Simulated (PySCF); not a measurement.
Bonds broken one at a time in the series SiH2(OH)-X. Gas-phase values, no solvent. One relaxed conformer stands for each flexible species; it need not be the lowest. Strings in code marks are SMILES.

B3LYP has the VWN-RPA correlation part, as in Gaussian. 

A: radical fragment (`[S][SiH2]O` (H–O–Si–S torsion 49°))
B: radical fragment (`O=C[SiH2]`)
C: radical fragment (`[SiH2]I`)

### Question
Order them by highest occupied spin orbital (lowest first) at the level B3LYP-D3(BJ)/def2-TZVP // PBE0-D4/def2-TZVP run with PySCF.

### Answer
A (-7.35 eV), B (-6.28 eV), C (-6.14 eV)
